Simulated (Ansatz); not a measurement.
Consider the ligand exchange at a Ge–O bond: `[OH][GeH2][O][SiH3]` + `N[SiH3]` → `[OH][GeH2][NH][SiH3]` + `O[SiH3]`.

Gas-phase electronic energies from Ansatz, PBE0-D4/def2-TZVP geometries. CCSD(T)/CBS adds triple-zeta CCSD(T) − MP2 to the extrapolated MP2 energy (def2 sets, frozen cores). This one scheme is used for every species. DFT in def2-TZVPP. B3LYP here is the variant with VWN-RPA as its local correlation; programs differ in this. For Ge outer-core shells are correlated without core-valence functions, which leaves a few kJ/mol of doubt a bond. Scalar relativity is left out up to krypton. One conformer a species, not always the lowest.

```csv
level,ΔE (kcal/mol),difference from CCSD(T)/CBS
PBE-D4,6.2,-0.2
r2SCAN-D4,7.4,1.0
PBE0-D4,6.4,0.0
B3LYP-D4,7.5,1.1
ωB97X-V,7.3,0.9
ωB97M-V,7.0,0.6
B2PLYP,7.5,1.1
PBE,6.4,0.0
r2SCAN,7.4,1.0
PBE0,6.5,0.1
B3LYP,7.8,1.4
HF/def2-TZVPP,9.4,3.0
MP2/def2-TZVPP,6.4,0.0
SCS-MP2/def2-TZVPP,7.2,0.8
CCSD/def2-TZVPP,7.0,0.6
CCSD(T)/def2-TZVPP,6.7,0.3
HF/def2-QZVPP,9.7,3.3
MP2/def2-QZVPP,6.4,0.0
SCS-MP2/def2-QZVPP,7.1,0.7
HF/CBS(def2),9.7,3.3
MP2/CBS(def2),6.2,-0.2
CCSD/CBS(def2),6.7,0.3
CCSD(T)/CBS,6.4,0
```

Largest T1 diagnostic among the species: 0.012.

In def2-TZVPP, CCSD(T) changes the Hartree–Fock value by −2.8 kcal/mol (the triples alone add −0.3 kcal/mol) and MP2 by −3.0 kcal/mol.
